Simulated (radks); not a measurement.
All-electron atom: F4+ in [He] 2s2 2p1. Method: scalar-relativistic Kohn-Sham, PBE, spin-unpolarised, spherical densities, finite nucleus; Fermi nuclear charge, rms radius 2.8976 fm; computed with a radial shooting solver on a logarithmic mesh with Libxc functionals.

Unscreened Slater integrals over Kohn-Sham orbitals (hartree). Empty in this configuration: 3s.

\begin{tabular}{lr}
integral & value \\ \hline
F0(2p,2p) & 1.1806 \\
F2(2p,2p) & 0.55597 \\
F0(2p,2s) & 1.1191 \\
G1(2p,2s) & 0.66926 \\
F0(2p,1s) & 1.6302 \\
G1(2p,1s) & 0.23294 \\
F0(2p,3s) & 0.53352 \\
G1(2p,3s) & 0.053442 \\
F0(2s,2s) & 1.0783 \\
F0(2s,1s) & 1.5130 \\
G0(2s,1s) & 0.13042 \\
F0(2s,3s) & 0.52686 \\
G0(2s,3s) & 0.041946 \\
F0(1s,1s) & 5.3586 \\
F0(1s,3s) & 0.60564 \\
G0(1s,3s) & 0.025229 \\
F0(3s,3s) & 0.40860 \\
\end{tabular}

Derived for the open shells (J is the average intra-shell exchange parameter used in DFT+U). 2p: J = F2/5 = 0.1112 hartree.
